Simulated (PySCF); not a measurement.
## The Ru–O bond energy of RuO₃⁺

These are results of PySCF, PBE0, basis Ru def2-TZVP with ECP28, O def2-TZVP (scalar-relativistic core potentials, no spin–orbit coupling, density fitting), not measurements.

Each entry is the lowest minimum that a search over a few typed start shapes (and spin states, where more than one is plausible) found, or that minimum re-optimised at the stated level; isomers with ligand–ligand bonds, or fragments after loss of a ligand pair, can lie lower.

Total energies (Eh), which compare only within these settings: O atom -75.01862.

```csv
species,2S+1,group,E (Eh),ZPE (kJ/mol)
RuO₂⁺,2,C2v,-244.82200,14.3
RuO₃⁺,2,C3v,-319.96655,24.1
```

(1) What are De and D0 for RuO₃⁺ → RuO₂⁺ + O?

Answers

(1) De = [(-244.82200) + (-75.01862) − (-319.96655)] × 2625.5 = 331 kJ/mol. The zero-point energy changes by -9.8 kJ/mol, so D0 = 321 kJ/mol.

Atoms and open shells are unrestricted, without spin–orbit or basis-set superposition corrections.

One determinant describes each species, so states of open d or f shells may be missed.
